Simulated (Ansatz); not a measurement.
The lowest singlet and triplet of C6H4 (SMILES [c]1cc[c]cc1); geometries from B3LYP-D3(BJ)/def2-TZVP, each state relaxed from the structure named, with no frequency check, low spin by broken symmetry.
Singlet (charge 0, multiplicity 1):
```xyz
10

C     -0.0529     1.3307    -0.0431
C      1.1861     0.7559    -0.0366
C      1.2425    -0.6602     0.0093
C      0.0529    -1.3307     0.0431
C     -1.1861    -0.7559     0.0366
C     -1.2425     0.6602    -0.0093
H      2.1060     1.3259    -0.0645
H      2.2047    -1.1560     0.0159
H     -2.1060    -1.3259     0.0645
H     -2.2047     1.1560    -0.0159
```

A positive gap puts the triplet lower; no zero-point energy. R- takes a restricted singlet, here one determinant of a half-filled degenerate or near-degenerate pair, which mixes singlet states. The triplet is unrestricted in single-reference levels. Active spaces average the two states.

Cores are frozen in the correlated methods.

The values were computed with Ansatz (a first-principles code) with Gaussian orbitals. Values without a source in brackets are computed.

Problem. One of these levels gives -6.02 kcal/mol for the gap E(singlet) − E(triplet), vertical, at the singlet's geometry. Name it.
(A) R-PBE0/def2-TZVPP
(B) SA-CASSCF(2,2)/cc-pVDZ
(C) SC-NEVPT2 on SA-CASSCF(2,2)/cc-pVDZ
(D) R-CCSD(T)/cc-pVDZ

Solution. D, R-CCSD(T)/cc-pVDZ. The others give 23.06 (R-PBE0/def2-TZVPP), -1.33 (SA-CASSCF(2,2)/cc-pVDZ), -3.02 (SC-NEVPT2 on SA-CASSCF(2,2)/cc-pVDZ)

Doubts at one or more of the structures used: a restricted determinant that unrestricted orbitals would lower (R-PBE0/def2-TZVPP, R-CCSD(T)/cc-pVDZ); other coupled-cluster roots lie near (R-CCSD(T)/cc-pVDZ); a spin-contaminated determinant (R-CCSD(T)/cc-pVDZ).
